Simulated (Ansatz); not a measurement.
`FC(I)[CH2][GaH2]` and `CC(F)I` differ in one atom or group.

Ansatz, PBE0-D4/def2-TZVP geometries, multiplicity 1. Each molecule was computed in one conformer, which needn't be the lowest.

Elements past krypton have def2 core potentials. Scalar relativity is left out up to krypton.

```
                                                                                  property  `FC(I)[CH2][GaH2]`
ideal-gas entropy at 298 K and 1 bar (rigid rotor, harmonic PBE0-D4/def2-TZVP) / J/(mol·K)                 371
                                            zero-point energy (PBE0-D4/def2-TZVP) / kJ/mol               159.3
                                                       HOMO–LUMO gap (PBE/def2-TZVPP) / eV                3.83
                                                   HOMO–LUMO gap (ωB97M-V/def2-TZVPP) / eV                9.91
                                                         HOMO energy (PBE/def2-TZVPP) / eV               -6.54
                                                         LUMO energy (PBE/def2-TZVPP) / eV               -2.72
```

(1) What does the change do to each property? (Best estimate.)

## Answers

(1) The calculation gave: 
```json
{"property": "ideal-gas entropy at 298 K and 1 bar (rigid rotor, harmonic PBE0-D4/def2-TZVP) / J/(mol·K)", "`CC(F)I`": "313", "shift": "-58"}
{"property": "zero-point energy (PBE0-D4/def2-TZVP) / kJ/mol", "`CC(F)I`": "152.1", "shift": "-7.2"}
{"property": "HOMO–LUMO gap (PBE/def2-TZVPP) / eV", "`CC(F)I`": "4.37", "shift": "0.54"}
{"property": "HOMO–LUMO gap (ωB97M-V/def2-TZVPP) / eV", "`CC(F)I`": "10.60", "shift": "0.69"}
{"property": "HOMO energy (PBE/def2-TZVPP) / eV", "`CC(F)I`": "-6.29", "shift": "0.25"}
{"property": "LUMO energy (PBE/def2-TZVPP) / eV", "`CC(F)I`": "-1.92", "shift": "0.80"}
```

With PBE0 the HOMO rises by 0.23 eV and the LUMO rises by 0.83 eV, so the gap widens by about 0.60 eV. PBE moves the HOMO by 0.25 eV and ωB97M-V by 0.18 eV. The zero-point energy changes by -7.2 kJ/mol with -6 modes.

Spin–orbit coupling is left out; it splits and shifts lone-pair levels of the heavy atoms by tenths of an eV.
